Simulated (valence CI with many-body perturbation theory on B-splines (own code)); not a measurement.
**Energy levels of S9+**

Method: valence CI with perturbative core correlation (CI+MBPT): five valence electrons over a frozen Dirac-Fock core [He], a basis of 11 s, 11 p, 10 d, 8 f, 5 g, 2 h functions for each j, with the one-electron correlation potential Σ1 (screened to all orders), the two-electron term Σ2, the three-electron term Σ3, Breit, model QED; selected single and double excitations, second order for the rest, scaled by the run's own slope (own B-spline code, finite nucleus).

No measured spectrum was set against this ion. As an estimate, levels of excited configurations hold to 0.05 to 0.15 % of their energy, terms of the ground configuration to about 0.5 %. Among the levels kept, up to 5000 cm⁻¹ of a level comes from second order outside the variational space, and about a tenth of that is noise between levels of different J, which matters for small intervals.

Levels 136 to 180 of 192, with energies above the lowest level, 2s²2p³ ⁴S°_3/2. "Leading %" is the weight of the configuration and term that name the level; weights of strongly mixed levels are sums over their largest components and can fall short. In the jj column 3d3/2^4 stands for four electrons in 3d with j = 3/2. Lifetimes count E1, E2, E3, M1 and M2 decay at the calculated energies, and are blank where another channel may lead or the interval is too uncertain; long ones can be off by a factor of two.

| No. | Configuration | Term | J | E (cm⁻¹) | Leading % | Leading jj | Lifetime | g |
| --- | --- | --- | --- | --- | --- | --- | --- | --- |
| 136 | 2s2p³3d | ⁴F° | 7/2 | 2671100 | 95 | 2s 2p1/2 2p3/2^2 3d3/2 (44 %) | 118 ps | 1.229 |
| 137 | 2s2p³3d | ⁴F° | 9/2 | 2672300 | 94 | 2s 2p1/2 2p3/2^2 3d5/2 (77 %) | 250 ps | 1.325 |
| 138 | 2s2p³3d | ⁴G° | 5/2 | 2677700 | 96 | 2s 2p1/2 2p3/2^2 3d3/2 (40 %) | 291 ps | 0.581 |
| 139 | 2s2p³3d | ⁴G° | 7/2 | 2677800 | 94 | 2s 2p1/2 2p3/2^2 3d3/2 (40 %) | 337 ps | 0.995 |
| 140 | 2s2p³3d | ⁴G° | 11/2 | 2677800 | 99 | 2s 2p1/2 2p3/2^2 3d5/2 (99 %) | 495 ps | 1.272 |
| 141 | 2s2p³3d | ⁴G° | 9/2 | 2677800 | 93 | 2s 2p1/2 2p3/2^2 3d5/2 (48 %) | 463 ps | 1.180 |
| 142 | 2s2p³3p | ²S | 1/2 | 2678900 | 96 | 2s 2p3/2^3 3p3/2 (27 %) | 1.95 ps | 1.996 |
| 143 | 2s2p³3d | ⁴D° | 1/2 | 2689600 | 98 | 2s 2p1/2 2p3/2^2 3d3/2 (38 %) | 1.36 ps | 0.004 |
| 144 | 2s2p³3d | ⁴D° | 7/2 | 2689700 | 98 | 2s 2p1/2 2p3/2^2 3d5/2 (63 %) | 1.00 ps | 1.428 |
| 145 | 2s2p³3d | ⁴D° | 3/2 | 2689700 | 98 | 2s 2p1/2 2p3/2^2 3d3/2 (40 %) | 1.27 ps | 1.201 |
| 146 | 2s2p³3d | ⁴D° | 5/2 | 2689900 | 98 | 2s 2p1/2 2p3/2^2 3d3/2 (42 %) | 1.14 ps | 1.372 |
| 147 | 2s2p³3d | ²S° | 1/2 | 2693400 | 97 | 2s 2p1/2 2p3/2^2 3d5/2 (58 %) | 6.34 ps | 1.998 |
| 148 | 2s2p³3s | ²P° | 3/2 | 2696000 | 94 | 2s 2p3/2^3 3s (40 %) | 3.82 ps | 1.340 |
| 149 | 2s2p³3s | ²P° | 1/2 | 2696300 | 94 | 2s 2p3/2^3 3s (40 %) | 3.91 ps | 0.690 |
| 150 | 2s2p³3d | ²G° | 9/2 | 2696600 | 98 | 2s 2p1/2 2p3/2^2 3d3/2 (54 %) | 385 ps | 1.112 |
| 151 | 2s2p³3d | ²G° | 7/2 | 2696800 | 98 | 2s 2p1/2 2p3/2^2 3d5/2 (42 %) | 210 ps | 0.890 |
| 152 | 2s2p³3d | ⁴P° | 5/2 | 2702400 | 97 | 2s 2p1/2 2p3/2^2 3d5/2 (52 %) | 570 fs | 1.599 |
| 153 | 2s2p³3d | ⁴P° | 3/2 | 2704100 | 94 | 2s 2p1/2 2p3/2^2 3d3/2 (56 %) | 622 fs | 1.722 |
| 154 | 2s2p³3d | ⁴P° | 1/2 | 2705000 | 97 | 2s 2p1/2 2p3/2^2 3d3/2 (34 %) | 682 fs | 2.655 |
| 155 | 2s2p³3d | ²P° | 3/2 | 2710600 | 93 | 2s 2p1/2 2p3/2^2 3d5/2 (59 %) | 1.14 ps | 1.346 |
| 156 | 2s2p³3d | ²P° | 1/2 | 2712700 | 96 | 2s 2p1/2 2p3/2^2 3d5/2 (55 %) | 1.19 ps | 0.682 |
| 157 | 2s2p³3d | ⁴S° | 3/2 | 2714100 | 94 | 2s 2p1/2 2p3/2^2 3d5/2 (41 %) | 565 fs | 1.993 |
| 158 | 2s2p³3d | ²D° | 5/2 | 2716100 | 95 | 2s 2p1/2 2p3/2^2 3d5/2 (39 %) | 1.60 ps | 1.193 |
| 159 | 2s2p³3d | ²D° | 3/2 | 2721200 | 97 | 2s 2p1/2 2p3/2^2 3d5/2 (46 %) | 1.36 ps | 0.802 |
| 160 | 2s2p³3p | ²P | 1/2 | 2728500 | 89 | 2s 2p1/2 2p3/2^2 3p3/2 (51 %) | 7.30 ps | 0.804 |
| 161 | 2s2p³3p | ²P | 3/2 | 2728800 | 83 | 2s 2p1/2 2p3/2^2 3p1/2 (44 %) | 7.10 ps | 1.384 |
| 162 | 2s2p³3d | ²F° | 7/2 | 2729000 | 97 | 2s 2p1/2 2p3/2^2 3d5/2 (44 %) | 1.15 ps | 1.145 |
| 163 | 2s2p³3d | ²F° | 5/2 | 2729600 | 94 | 2s 2p1/2 2p3/2^2 3d5/2 (52 %) | 993 fs | 0.871 |
| 164 | 2s2p³3p | ⁴P | 1/2 | 2734000 | 87 | 2s 2p1/2 2p3/2^2 3p1/2 (38 %) | 4.84 ps | 2.523 |
| 165 | 2s2p³3p | ⁴P | 5/2 | 2734700 | 93 | 2s 2p1/2 2p3/2^2 3p3/2 (52 %) | 4.66 ps | 1.594 |
| 166 | 2s2p³3p | ⁴P | 3/2 | 2734700 | 81 | 2s 2p1/2 2p3/2^2 3p3/2 (36 %) | 4.95 ps | 1.677 |
| 167 | 2s2p³3p | ²F | 5/2 | 2735700 | 97 | 2s 2p1/2 2p3/2^2 3p1/2 (59 %) | 7.13 ps | 0.860 |
| 168 | 2s2p³3p | ²F | 7/2 | 2737700 | 98 | 2s 2p1/2 2p3/2^2 3p3/2 (76 %) | 7.35 ps | 1.143 |
| 169 | 2s2p³3d | ⁴F° | 9/2 | 2739100 | 97 | 2s 2p3/2^3 3d5/2 (50 %) | 219 ps | 1.330 |
| 170 | 2s2p³3d | ⁴F° | 7/2 | 2739800 | 95 | 2s 2p1/2 2p3/2^2 3d5/2 (39 %) | 39.0 ps | 1.236 |
| 171 | 2s2p³3d | ⁴F° | 5/2 | 2740500 | 96 | 2s 2p1/2 2p3/2^2 3d3/2 (36 %) | 40.7 ps | 1.027 |
| 172 | 2s2p³3d | ⁴F° | 3/2 | 2741000 | 98 | 2s 2p1/2 2p3/2^2 3d3/2 (75 %) | 94.5 ps | 0.402 |
| 173 | 2s2p³3d | ⁴P° | 1/2 | 2745400 | 98 | 2s 2p3/2^3 3d3/2 (43 %) | 2.04 ps | 2.656 |
| 174 | 2s2p³3d | ⁴P° | 3/2 | 2746500 | 96 | 2s 2p3/2^3 3d3/2 (25 %) | 2.56 ps | 1.733 |
| 175 | 2s2p³3d | ⁴P° | 5/2 | 2748000 | 98 | 2s 2p1/2 2p3/2^2 3d5/2 (51 %) | 5.34 ps | 1.598 |
| 176 | 2s2p³3p | ²D | 5/2 | 2751200 | 94 | 2s 2p1/2 2p3/2^2 3p3/2 (55 %) | 9.84 ps | 1.200 |
| 177 | 2s2p³3p | ²D | 3/2 | 2751200 | 94 | 2s 2p1/2 2p3/2^2 3p3/2 (44 %) | 9.18 ps | 0.801 |
| 178 | 2s2p³3d | ⁴D° | 1/2 | 2754400 | 97 | 2s 2p1/2 2p3/2^2 3d3/2 (50 %) | 955 fs | 0.002 |
| 179 | 2s2p³3d | ⁴D° | 3/2 | 2754500 | 96 | 2s 2p3/2^3 3d3/2 (26 %) | 1.01 ps | 1.196 |
| 180 | 2s2p³3d | ⁴D° | 5/2 | 2754600 | 95 | 2s 2p1/2 2p3/2^2 3d5/2 (29 %) | 1.10 ps | 1.367 |
